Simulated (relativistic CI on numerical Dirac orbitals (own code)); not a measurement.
# Ligand-field terms of d7

Computed with a parametric ligand-field model of a d^n configuration (Racah B and C, spin-orbit zeta, crystal field), exact diagonalisation.

Field parameters in Wybourne normalisation: Oh B⁴₀ = 21Dq, B⁴₄ = √(5/14) B⁴₀; Td as Oh with Dq negative (B⁴₀ = 21Dq, B⁴₄ = √(5/14) B⁴₀). The field is a parameter set, without covalency.

(1) Ground term and bands for B = 800, C = 4150, ζ = 0 cm⁻¹, Td, 10Dq = -7150 cm⁻¹?

(2) A d7 ion in Oh symmetry has the ground term 2E and bands at 4T1 10202 cm⁻¹ (980 nm), 2T1 16381 cm⁻¹ (610 nm), 2T2 16774 cm⁻¹ (596 nm), 2T1 18826 cm⁻¹ (531 nm), 2T2 24800 cm⁻¹ (403 nm), 4T2 26981 cm⁻¹ (371 nm), 4T1 31261 cm⁻¹ (320 nm). Which parameters reproduce them?

(3) Ground term and bands for B = 350, C = 1400, ζ = 0 cm⁻¹, Oh, 10Dq = 17750 cm⁻¹?

(4) Ground term and bands for B = 540, C = 2800, ζ = 0 cm⁻¹, Oh, 10Dq = 32850 cm⁻¹?

(5) Ground term and bands for B = 720, C = 2870, ζ = 0 cm⁻¹, Oh, 10Dq = 12400 cm⁻¹?

Results:

(1) Ground term 4A2 with 4.00 electrons in the two orbitals of the cubic e set. Spin-allowed: 4T2 7150 cm⁻¹ (1399 nm), 4T1 11925 cm⁻¹ (839 nm), 4T1 21525 cm⁻¹ (465 nm). Lowest spin-forbidden: 2E 17772 cm⁻¹ (563 nm), 2T1 18440 cm⁻¹ (542 nm), 2A1 22800 cm⁻¹ (439 nm). With an A2 ground term the first spin-allowed band lies at |10Dq| itself.

(2) B = 340, C = 1550, ζ = 0 cm⁻¹, Oh, 10Dq = 17600 cm⁻¹.

(3) Ground term 2E with 1.01 electrons in the two orbitals of the cubic e set. Spin-allowed: 2T1 16643 cm⁻¹ (601 nm), 2T2 16984 cm⁻¹ (589 nm), 2T1 19153 cm⁻¹ (522 nm), 2T2 25054 cm⁻¹ (399 nm). Lowest spin-forbidden: 4T1 10865 cm⁻¹ (920 nm), 4T2 27774 cm⁻¹ (360 nm), 4T1 32183 cm⁻¹ (311 nm).

(4) Ground term 2E with 1.01 electrons in the two orbitals of the cubic e set. Spin-allowed: 2T1 30603 cm⁻¹ (327 nm), 2T2 31344 cm⁻¹ (319 nm), 2T1 34545 cm⁻¹ (289 nm), 2T2 44679 cm⁻¹ (224 nm). Lowest spin-forbidden: 4T1 19806 cm⁻¹ (505 nm), 4T2 51313 cm⁻¹ (195 nm), 4T1 58069 cm⁻¹ (172 nm).

(5) Ground term 4T1 with 2.05 electrons in the two orbitals of the cubic e set. Spin-allowed: 4T2 11182 cm⁻¹ (894 nm), 4T1 20763 cm⁻¹ (482 nm), 4A2 23582 cm⁻¹ (424 nm). Lowest spin-forbidden: 2E 1524 cm⁻¹, 2T1 12240 cm⁻¹ (817 nm), 2T2 12705 cm⁻¹ (787 nm).
